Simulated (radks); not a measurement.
Coherent X-ray form factor from a spherical all-electron density. Method: scalar-relativistic Kohn-Sham, PBEsol, spin-polarised, spherical densities, finite nucleus; Fermi nuclear charge, rms radius of each element as measured or else 0.836 A^(1/3) + 0.57 fm; computed with a radial shooting solver on a logarithmic mesh with Libxc functionals.

| sin(theta)/lambda (1/angstrom) | f0 (electrons) |
|---|---|
| 0.05 | 81.695 |
| 0.1 | 78.423 |
| 0.15 | 74.340 |
| 0.2 | 70.176 |
| 0.25 | 66.181 |
| 0.3 | 62.406 |
| 0.4 | 55.543 |
| 0.5 | 49.641 |
| 0.6 | 44.661 |
| 0.8 | 36.822 |
| 1 | 30.748 |
| 1.25 | 24.760 |
| 1.5 | 20.380 |
| 2 | 15.434 |

The species is in the configuration that NIST lists as its ground one. Which atom or ion scatters so?

Answer. Neutral bismuth, [Hg] 6p3. Extrapolating in s^2 from the first two rows gives f0(0) = 82.8, near the electron count 83; among species with that count, the fall with angle is slower the higher Z, and the table is that of Z = 83; from so few rows the species is fixed only to a neighbour or two.
